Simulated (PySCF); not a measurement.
# Computed properties of In(F)(Cl)(OMe) (CH3ClFInO), SMILES C[O][In]([F])[Cl]

In(F)(Cl)(OMe) (CH3ClFInO), SMILES C[O][In]([F])[Cl]. Geometry: PBE0-D3(BJ)/def2-SVP. The structure was generated by enumeration; whether it is a known compound was not checked. The def2 effective core potentials stand for the cores of In; spin–orbit coupling is left out. The values are those of a single conformer. All values are computed for the isolated molecule unless a solvent is named; none is compared with measurement here.

**Structure.** All 18 harmonic modes at PBE0-D3(BJ)/def2-SVP (PySCF) are real, so it is a minimum. With heavy atoms numbered as in [In:1]([F:2])([Cl:3])[O:4][CH3:5], the shortest bond between them is O4–C5 at 1.404 Å and the longest In1–Cl3 at 2.328 Å.

**Vibrations.** The strongest infrared lines (harmonic, unscaled, degenerate partners summed) lie at 1133 cm⁻¹ (175 km/mol, O 47 %, C 43 %, H 11 %), 3002 cm⁻¹ (80 km/mol, H 97 %), 635 cm⁻¹ (63 km/mol, F 80 %, In 16 %). The softest mode is at 39 cm⁻¹ and the zero-point energy is 27.7 kcal/mol.

**Electronic structure.** ωB97X/def2-TZVP (PySCF) places the frontier levels at -10.79 and -0.82 eV, a gap of 9.97 eV, and gives a dipole moment of 2.17 D and a mean polarisability of 58.5 bohr³. PBE/def2-TZVP (PySCF) at the same geometry gives -6.80 and -3.72 eV, so its gap is 6.89 eV narrower. An orbital gap is neither the optical nor the fundamental gap.

**Excitations.** TDA-ωB97X/def2-SVPD (PySCF) has S1 at 4.63 eV (268 nm, f = 0.007, weak); the most intense of the 10 singlets computed lies at 6.80 eV (f = 0.13). T1 (TDA) is at 4.25 eV, 0.38 eV under S1. TDA-PBE/def2-SVPD (PySCF) puts S1 at 3.19 eV. No vertical singlet excitation falls in the visible range (under 3.1 eV).
